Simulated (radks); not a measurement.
Valence configurations of neutral arsenic (all share [Ar]). Calculated with a radial shooting solver on a logarithmic mesh with Libxc functionals: scalar-relativistic Kohn-Sham, PBEsol, spin-unpolarised, spherical densities, point nucleus. Energies are relative to 3d10 4s2 4p3; eigenvalues in eV.

\begin{tabular}{lrrrr}
valence & E (eV) & e(3d) & e(4p) & e(4s) \\ \hline
3d10 4s2 4p3 & 0.000 & -40.643 & -5.197 & -14.503 \\
3d10 4s1 4p4 & 9.425 & -42.294 & -5.840 & -15.381 \\
3d9.5 4s2 4p3.5 & 18.871 & -45.912 & -5.831 & -15.642 \\
3d10 4p5 & 19.073 & -43.855 & -6.433 & - \\
3d9.5 4s0.5 4p5 & 33.827 & -48.256 & -6.739 & -16.863 \\
3d9 4s2 4p4 & 40.095 & -51.320 & -6.462 & -16.755 \\
3d9 4s1 4p5 & 50.487 & -52.842 & -7.055 & -17.544 \\
\end{tabular}

NIST lists [Ar] 3d10 4s2 4p3 as the ground configuration; this level of theory agrees among the configurations tried. The energies are those of spherical spin-averaged densities, not of single terms.
